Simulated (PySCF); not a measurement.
## P: excitation energy

P [Ne] 3s2 3p3 (4S) → P [Ne] 3s1 3p3 3d1 (6D), as a difference of total energies. Calculation: PySCF 2.14, in aug-cc-pV(T+d)Z with one added diffuse shell each of s, p, d, f type (7s6p5d3f, 71 functions); the non-relativistic Hamiltonian (point nucleus). Correlated levels: valence: [Ne] frozen. The calculations carry no spin-orbit coupling.

| method | excitation energy (eV) |
| --- | --- |
| UHF | 11.917 |
| MP2 (valence) | 13.424 |
| SCS-MP2 (valence) | 13.866 |
| CCSD (valence) | 13.640 |
| CCSD(T) (valence) | 13.733 |

Task: How much does correlation contribute at CCSD(T) (valence)?

Result: 13.733 − (11.917) = 1.816 eV, measured against UHF.

The upper state lies above the first ionisation limit, but in LS coupling its spin forbids autoionisation to the ground ion.

The promoted electron is Rydberg-like, and one or two diffuse shells describe it only roughly, which tends to raise the upper state.
